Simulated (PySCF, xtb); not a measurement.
Cd(OMe)(GeH3) (CH6CdGeO), SMILES [GeH3][Cd][O]C. Other conformers were not sampled.

Harmonic wavenumbers (cm⁻¹) from GFN2-xTB (xtb) at its own minimum, in rising order: 40, 42, 59, 110, 165, 211, 303, 315, 334, 821, 891, 899, 1066, 1144, 1146, 1420, 1490, 1494, 1842, 1922, 1941, 2824, 2842, 2888.

What does r2SCAN-D4/def2-SVP (PySCF) give at its own minimum? (Estimate from the structure and the level; the computed values follow.)

12, 61, 69, 118, 184, 218, 422, 423, 514, 783, 891, 892, 1130, 1168, 1183, 1469, 1471, 1476, 2128, 2140, 2140, 2922, 2980, 3026. Paired by order, the mean absolute difference is 76 cm⁻¹ and the zero-point energies are 37.5 and 39.8 kcal/mol.
